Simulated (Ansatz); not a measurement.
Born–Oppenheimer molecular dynamics of CH$_{9}$GeN (12 atoms, charge 0, multiplicity 1). It starts at the highest image of a converged band. Of that band: Neighbouring images differ by up to 2.5 eV, so the band resolves the path poorly. A vibrational analysis at the climbing image gives one clearly imaginary mode, 995i cm⁻¹: a first-order saddle point.

Method: RKS B3LYP-D4/def2-SVP in Ansatz 0.2.0.

| Property | Result |
| --- | --- |
| ensemble | NVE (velocity Verlet) |
| time step | 0.5 fs |
| steps asked | 200 |
| starting velocities drawn for | 100 K |
| seed | 3975 |

Frames 2.5 fs apart, positions in Å, forces in eV/Å.

Velocities at 60 fs (Å/ps):

```
Ge -1.34 6.50 -1.01
C 3.76 -2.48 -8.64
H -4.48 -2.07 -4.93
H -9.32 16.79 5.28
H -15.99 -16.12 -33.00
H -3.53 5.74 -4.61
H -1.90 4.95 3.79
H -0.47 5.48 30.00
N 6.89 -27.88 14.95
H -2.09 -14.43 -2.67
H -8.32 -0.34 2.18
H 2.39 -51.17 -28.19
```

```xyz
12
Properties=species:S:1:pos:R:3:forces:R:3 time_fs=60 energy_less_start_eV=-1.215 T=1040
Ge 0.139 -0.133 0.030 0.57 -0.26 -6.73
C 0.144 0.129 1.746 -0.61 0.58 5.56
H -0.537 -0.523 2.315 0.15 0.06 0.02
H 1.140 0.089 2.200 0.02 0.02 0.05
H -0.261 1.150 1.798 0.13 0.21 0.49
H 1.165 0.894 -0.521 0.04 0.29 -0.08
H -1.198 0.277 -0.612 -0.39 0.14 0.09
H 0.532 -1.303 -0.890 -0.10 -0.19 0.13
N 0.706 -2.687 1.025 0.70 -1.15 1.12
H -0.252 -2.986 0.893 -0.54 -0.08 -0.23
H 1.169 -2.895 0.146 0.11 -0.04 -0.27
H 1.074 -3.398 1.685 -0.07 0.42 -0.15
12
Properties=species:S:1:pos:R:3:forces:R:3 time_fs=62.5 energy_less_start_eV=-1.210 T=1036
Ge 0.136 -0.117 0.025 0.51 0.04 -6.54
C 0.151 0.124 1.738 -1.19 0.46 5.43
H -0.542 -0.526 2.302 0.26 0.06 -0.01
H 1.122 0.132 2.216 0.42 0.01 0.19
H -0.297 1.121 1.732 0.09 0.53 0.75
H 1.157 0.917 -0.535 -0.03 0.21 -0.07
H -1.214 0.293 -0.600 -0.28 0.08 0.11
H 0.530 -1.300 -0.816 0.04 -0.63 -0.26
N 0.724 -2.758 1.063 -0.61 -0.52 -0.39
H -0.264 -3.022 0.882 0.46 0.16 0.17
H 1.152 -2.896 0.144 0.10 0.08 0.07
H 1.081 -3.522 1.618 0.23 -0.48 0.55
12
Properties=species:S:1:pos:R:3:forces:R:3 time_fs=65 energy_less_start_eV=-1.400 T=1183
Ge 0.133 -0.100 0.014 0.44 0.26 -5.49
C 0.153 0.121 1.757 -0.81 1.23 3.93
H -0.533 -0.527 2.290 -0.10 -0.36 0.39
H 1.126 0.174 2.243 0.19 -0.05 0.09
H -0.327 1.120 1.712 0.27 0.15 0.91
H 1.147 0.952 -0.553 -0.15 0.01 -0.01
H -1.247 0.314 -0.581 -0.01 -0.06 0.16
H 0.529 -1.331 -0.755 0.02 -0.52 -0.34
N 0.740 -2.833 1.101 -0.30 -0.81 -0.74
H -0.254 -3.050 0.882 0.49 0.05 0.41
H 1.141 -2.893 0.148 0.09 0.08 0.59
H 1.098 -3.667 1.578 -0.13 0.03 0.10
12
Properties=species:S:1:pos:R:3:forces:R:3 time_fs=67.5 energy_less_start_eV=-1.667 T=1390
Ge 0.131 -0.084 -0.001 0.42 0.05 -3.94
C 0.150 0.125 1.796 -0.37 1.47 2.23
H -0.529 -0.547 2.300 -0.11 -0.40 0.51
H 1.140 0.214 2.274 -0.25 -0.20 -0.06
H -0.342 1.128 1.745 0.30 -0.16 0.91
H 1.128 0.988 -0.572 -0.19 -0.16 0.00
H -1.280 0.331 -0.553 0.21 -0.17 0.14
H 0.528 -1.391 -0.713 -0.14 0.13 -0.13
N 0.754 -2.910 1.136 0.74 -1.14 0.02
H -0.221 -3.076 0.903 -0.53 -0.22 0.31
H 1.137 -2.886 0.183 0.37 -0.02 0.33
H 1.108 -3.810 1.544 -0.44 0.80 -0.32
12
Properties=species:S:1:pos:R:3:forces:R:3 time_fs=70 energy_less_start_eV=-1.929 T=1592
Ge 0.129 -0.068 -0.020 0.31 -0.24 -2.12
C 0.146 0.136 1.847 -0.58 0.55 0.91
H -0.528 -0.588 2.338 0.43 0.16 0.14
H 1.141 0.241 2.304 -0.17 -0.33 0.01
H -0.341 1.129 1.831 0.02 0.03 0.72
H 1.099 1.014 -0.591 -0.09 -0.17 -0.05
H -1.301 0.338 -0.516 0.22 -0.20 0.04
H 0.520 -1.444 -0.679 -0.25 0.68 0.03
N 0.772 -2.993 1.170 0.16 -0.40 0.17
H -0.212 -3.113 0.944 -0.43 -0.16 0.23
H 1.154 -2.880 0.236 0.47 -0.04 -0.10
H 1.095 -3.911 1.495 -0.09 0.11 0.01
12
Properties=species:S:1:pos:R:3:forces:R:3 time_fs=72.5 energy_less_start_eV=-2.081 T=1710
Ge 0.127 -0.051 -0.040 0.08 -0.25 -0.31
C 0.139 0.149 1.902 -0.62 -0.15 -0.25
H -0.503 -0.622 2.386 0.54 0.39 -0.05
H 1.134 0.249 2.334 0.21 -0.37 0.15
H -0.338 1.132 1.961 -0.25 0.24 0.45
H 1.065 1.032 -0.613 0.10 -0.05 -0.14
H -1.310 0.334 -0.478 0.03 -0.15 -0.12
H 0.497 -1.458 -0.645 -0.19 0.72 0.02
N 0.789 -3.077 1.206 -0.85 0.51 -0.36
H -0.225 -3.159 0.999 0.56 0.03 0.17
H 1.197 -2.876 0.288 0.08 -0.14 0.19
H 1.077 -4.008 1.447 0.30 -0.78 0.25
12
Properties=species:S:1:pos:R:3:forces:R:3 time_fs=75 energy_less_start_eV=-2.147 T=1761
Ge 0.126 -0.035 -0.061 -0.23 0.21 1.19
C 0.129 0.162 1.956 0.01 0.40 -1.01
H -0.450 -0.635 2.432 0.04 -0.08 0.09
H 1.138 0.236 2.372 0.17 -0.30 0.03
H -0.348 1.146 2.117 -0.12 -0.16 0.10
H 1.037 1.046 -0.644 0.23 0.06 -0.20
H -1.318 0.322 -0.446 -0.18 -0.06 -0.25
H 0.464 -1.433 -0.610 0.02 0.19 -0.13
N 0.804 -3.159 1.239 -0.07 -0.43 -0.04
H -0.210 -3.204 1.062 0.36 0.09 -0.10
H 1.244 -2.881 0.350 -0.26 -0.27 0.37
H 1.073 -4.140 1.410 0.03 0.35 -0.05
12
Properties=species:S:1:pos:R:3:forces:R:3 time_fs=77.5 energy_less_start_eV=-2.046 T=1683
Ge 0.124 -0.019 -0.080 -0.60 0.98 2.18
C 0.118 0.177 2.005 0.65 0.71 -1.09
H -0.393 -0.653 2.482 -0.31 -0.36 0.05
H 1.149 0.205 2.411 -0.18 -0.08 -0.23
H -0.364 1.150 2.279 0.12 -0.57 -0.30
H 1.021 1.063 -0.686 0.20 0.01 -0.14
H -1.335 0.305 -0.429 -0.18 0.01 -0.30
H 0.433 -1.397 -0.582 0.27 -0.54 -0.30
N 0.819 -3.244 1.273 0.84 -1.11 0.61
H -0.177 -3.243 1.120 -0.53 0.12 -0.32
H 1.279 -2.900 0.432 -0.15 -0.12 -0.07
H 1.072 -4.253 1.371 -0.12 0.96 -0.11
12
Properties=species:S:1:pos:R:3:forces:R:3 time_fs=80 energy_less_start_eV=-1.920 T=1586
Ge 0.121 -0.002 -0.098 -0.87 1.24 2.53
C 0.111 0.195 2.048 0.67 -0.45 -0.84
H -0.352 -0.688 2.533 -0.17 0.16 -0.42
H 1.152 0.170 2.437 -0.18 0.19 -0.30
H -0.375 1.123 2.425 0.09 -0.31 -0.51
H 1.017 1.080 -0.736 0.06 -0.14 -0.01
H -1.362 0.289 -0.430 0.05 0.02 -0.27
H 0.416 -1.390 -0.571 0.34 -0.63 -0.25
N 0.836 -3.332 1.309 -0.04 0.05 0.60
H -0.169 -3.276 1.160 -0.04 0.07 -0.20
H 1.304 -2.927 0.509 0.00 0.06 -0.31
H 1.066 -4.320 1.327 0.10 -0.26 -0.01
12
Properties=species:S:1:pos:R:3:forces:R:3 time_fs=82.5 energy_less_start_eV=-1.752 T=1456
Ge 0.118 0.016 -0.114 -0.95 0.73 2.45
C 0.107 0.211 2.088 0.54 -1.60 -1.06
H -0.321 -0.714 2.560 -0.12 0.46 -0.69
H 1.145 0.145 2.446 0.19 0.37 -0.18
H -0.382 1.080 2.541 -0.11 0.29 -0.48
H 1.016 1.090 -0.787 -0.05 -0.24 0.10
H -1.385 0.274 -0.446 0.28 0.02 -0.22
H 0.419 -1.418 -0.574 0.23 0.01 0.01
N 0.854 -3.420 1.348 -0.59 1.03 0.09
H -0.163 -3.305 1.189 0.64 -0.15 -0.01
H 1.328 -2.951 0.572 -0.14 -0.14 0.09
H 1.064 -4.399 1.281 0.09 -0.78 -0.10
12
Properties=species:S:1:pos:R:3:forces:R:3 time_fs=85 energy_less_start_eV=-1.617 T=1352
Ge 0.114 0.035 -0.127 -0.87 0.06 2.34
C 0.106 0.219 2.122 0.57 -1.33 -1.50
H -0.300 -0.717 2.549 -0.33 0.00 -0.45
H 1.149 0.143 2.445 0.35 0.43 -0.06
H -0.394 1.052 2.628 -0.08 0.39 -0.55
H 1.012 1.085 -0.832 -0.04 -0.19 0.14
H -1.393 0.260 -0.475 0.32 0.04 -0.18
H 0.436 -1.445 -0.577 0.09 0.59 0.23
N 0.869 -3.505 1.387 0.32 -0.21 -0.18
H -0.125 -3.342 1.215 0.00 -0.24 -0.01
H 1.345 -2.984 0.639 -0.06 -0.29 0.23
H 1.066 -4.512 1.230 -0.27 0.73 0.01
12
Properties=species:S:1:pos:R:3:forces:R:3 time_fs=87.5 energy_less_start_eV=-1.539 T=1291
Ge 0.110 0.053 -0.139 -0.70 -0.29 2.38
C 0.108 0.221 2.148 0.78 -0.39 -1.73
H -0.297 -0.720 2.510 -0.41 -0.50 -0.11
H 1.171 0.166 2.439 -0.03 0.35 -0.04
H -0.409 1.045 2.681 0.14 0.05 -0.76
H 1.007 1.070 -0.870 0.06 -0.02 0.10
H -1.383 0.249 -0.515 0.14 0.08 -0.16
H 0.458 -1.439 -0.567 0.03 0.69 0.28
N 0.886 -3.590 1.426 0.57 -0.63 -0.02
H -0.088 -3.393 1.241 -0.62 -0.17 -0.01
H 1.360 -3.032 0.717 0.28 -0.07 -0.06
H 1.054 -4.590 1.180 -0.24 0.89 0.12
```

Of the whole run (100 fs, mean temperature of the second half 1354 K): The conserved energy stayed within 0.067 meV per atom of its start (net change 0.03 meV per atom), so the integration is sound. The kinetic energy rose, since the run started high on the potential surface and went downhill. It ends in pieces (CH6Ge + H3N), so much of that is their flight and rotation, not heat. A run of 0.1 ps of so small a system gives no equilibrium averages. The orbitals stay closed-shell, which can raise the energy where a bond breaks towards radicals; this wasn't checked here.

Run time: 7.3 min on 2 threads of Arm Neoverse V2, with other jobs on the host, peak memory 0.23 GiB.
